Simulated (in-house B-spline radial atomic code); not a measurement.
A fraction x of an electron is removed from 4s in the selenium ion Se⁴⁺, starting from [Ar] 3d10 4s2 and keeping the highest spin. Level of theory: non-relativistic r2SCAN, spin-polarised, spherical fractional occupations, point nucleus; calculated with a B-spline radial code for spherical atoms.

```tsv
x	E(x) - E(0) (eV)	4s down level (eV)
0	0.0000	-61.071
0.05	3.0680	-61.648
0.17	10.5481	-63.017
0.33	20.7741	-64.797
0.38	24.0275	-65.338
0.5	31.9446	-66.606
0.61	39.3335	-67.734
0.63	40.6902	-67.936
0.78	50.9936	-69.440
0.93	61.5217	-70.920
1	66.5080	-
```

The exact functional would give a straight line between the two integer points. Deviations E(x) - E(0) - x[E(1) - E(0)], in eV: -0.257 at x = 0.05, -0.758 at x = 0.17, -1.174 at x = 0.33, -1.246 at x = 0.38, -1.309 at x = 0.5, -1.236 at x = 0.61, -1.21 at x = 0.63, -0.883 at x = 0.78, -0.331 at x = 0.93.

The curve lies below the straight line by up to 1.309 eV (at x = 0.5): convex, the delocalisation error that favours fractional charges.

Problem. How well does Slater's transition state (minus the level at half occupation) give the ionisation energy?

Solution. It gives 66.606 eV against 66.508 eV from the two total energies; NIST lists 68.30 eV, ground level to ground level.
